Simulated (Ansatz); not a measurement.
Consider the ligand exchange at a P–N bond: `[SiH3]NPS` + `C[SiH2]N` → `C[SiH2]NPS` + `N[SiH3]`.

Gas-phase electronic energies from Ansatz, PBE0-D4/def2-TZVP geometries. CBS: MP2 limit from def2 TZ/QZ plus the TZ coupled-cluster correction, frozen cores. This one scheme is used for every species. Each species was taken in one conformer, which may not be the lowest.

```
     species  CCSD(T)/CBS(def2) energy (Eh)
 `[SiH3]NPS`                    -1086.13929
  `C[SiH2]N`                     -386.08232
`C[SiH2]NPS`                    -1125.41661
   `N[SiH3]`                     -346.80422
```

Question: Work out ΔE.

Answer: ΔE = (-1125.41661) + (-346.80422) − (-1086.13929) − (-386.08232) = 0.00078 Eh = +0.5 kcal/mol.

Largest T1 diagnostic among the species: 0.013.

Leaving LDA and LC-ωPBE aside and taking each functional with its dispersion term where it has one, the values, not all of them listed here, spread over 0.6 kcal/mol, from BHLYP-D4 to B2PLYP. The D4 term adds −0.9 kcal/mol with B3LYP and −0.5 kcal/mol with PBE0; it sums over pairs of atoms, weighted by their polarisabilities, and B3LYP, whose exchange is more repulsive, gets the larger term.

B3LYP here is the variant with VWN-RPA as its local correlation; programs differ in this.
